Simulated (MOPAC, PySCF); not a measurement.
CH2OS, SMILES `C(S)=O` (O–C–S–H torsion 180°), neutral singlet in the gas phase. 

Z-matrix (Å, degrees):
```
C
O 1 1.1953
H 1 1.1036 2 123.57
S 1 1.7841 3 113.57 2 -179.98
H 4 1.3440 1 95.42 3 0.04
```
Charge 0, spin multiplicity 1.

All levels are single points at this geometry (B3LYP-D3(BJ)/def2-TZVP); Pople sets use spherical d functions. Orbital energies aren't observables, and empty levels follow the basis.

```
level                            HOMO (eV)  LUMO (eV)  gap (eV)  dipole (D)  vertical IE, Delta-SCF (eV)
-------------------------------  ---------  ---------  --------  ----------  ---------------------------
B3LYP-D3(BJ)/def2-TZVP in PySCF      -7.79      -1.32      6.47        3.00                        10.46
B3LYP/3-21G in PySCF                 -7.42      -0.81      6.61        2.98                            –
B3LYP/LANL2DZ in PySCF               -7.80      -1.35      6.45        3.49                            –
PBE/6-31G* in PySCF                  -6.24      -1.77      4.47        2.82                            –
HF/STO-3G in PySCF                   -7.75       8.01     15.77        2.24                            –
PM3 in MOPAC                        -10.10      -0.26      9.83        3.03                            –
```
